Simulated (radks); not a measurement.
Question: Coherent X-ray form factor from a spherical all-electron density. Calculated with a radial shooting solver on a logarithmic mesh with Libxc functionals: scalar-relativistic Kohn-Sham, PBE, spin-polarised, spherical densities, point nucleus.

sin(theta)/lambda (1/angstrom),f0 (electrons)
0.05,51.914
0.1,49.158
0.15,45.731
0.2,42.370
0.25,39.351
0.3,36.679
0.4,32.066
0.5,28.138
0.6,24.856
0.8,20.191
1,17.272
1.25,14.545
1.5,12.096
2,8.219

The species is in the configuration that NIST lists as its ground one. Which atom or ion scatters so?

Answer: Neutral iodine, [Kr] 4d10 5s2 5p5. Extrapolating in s^2 from the first two rows gives f0(0) = 52.8, near the electron count 53; among species with that count, the fall with angle is slower the higher Z, and the table is that of Z = 53; from so few rows the species is fixed only to a neighbour or two.
